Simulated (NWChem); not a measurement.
Molecule: C3H2N2O; SMILES N#C/N=C/C=O

```xyz
8

N      0.3183     3.0057     0.0000
C     -0.0050     1.8831     0.0000
N     -0.5039     0.6406     0.0000
C      0.2734    -0.3829     0.0000
C     -0.3550    -1.7364     0.0000
O      0.3127    -2.7476     0.0000
H      1.3665    -0.3339     0.0000
H     -1.4622    -1.7335     0.0000
```
Atoms are numbered in this order, from 1.

All runs: NWChem. Pople sets run with spherical d functions. Structure relaxed at the B3LYP/6-31G* (spherical d) level. Level: M06-2X/6-31G* with SMD (1 M gas to 1 M solution), gas-phase geometry.

Q: Among these, which solvent gives the lowest value of “solvation free energy (kcal/mol)”?
A) anisole
B) n-hexane
C) water
D) 2-propanol

A: A, anisole. Values: anisole -9.0; 2-propanol -7.4; n-hexane -6.7; water -4.6
